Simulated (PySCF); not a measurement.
A calculated (UHF, PySCF 2.14, ANO-RCC-VTZP, the spin-free X2C one-electron Hamiltonian (Gaussian nucleus)) atom or ion has these occupied shells.

```tsv
shell	electrons	orbital energy (eV)	rms radius, mean of both spins (bohr)
1s α	1	-54060.1	0.0240
1s β	1	-54060.1	0.0240
2s α	1	-9138.1	0.0971
2s β	1	-9138.0	0.0971
2p α	3	-8119.4	0.0874
2p β	3	-8119.3	0.0874
3s α	1	-2098.3	0.250
3s β	1	-2095.5	0.250
3p α	3	-1778.1	0.250
3p β	3	-1774.9	0.250
3d α	5	-1357.8	0.230
3d β	5	-1354.4	0.230
4s α	1	-453.80	0.564
4s β	1	-446.58	0.564
4p α	3	-345.89	0.599
4p β	3	-337.90	0.599
4d α	5	-194.89	0.660
4d β	5	-184.54	0.660
5s α	1	-74.499	1.41
5s β	1	-71.936	1.41
5p α	3	-46.098	1.66
5p β	3	-44.201	1.66
4f α	7	-28.779	0.949
4f β	3	-24.577	0.949
```

Question: Name the element and its charge.

Answer: Dy²⁺ (dysprosium, charge +2), in [Xe] 4f10, one real determinant.
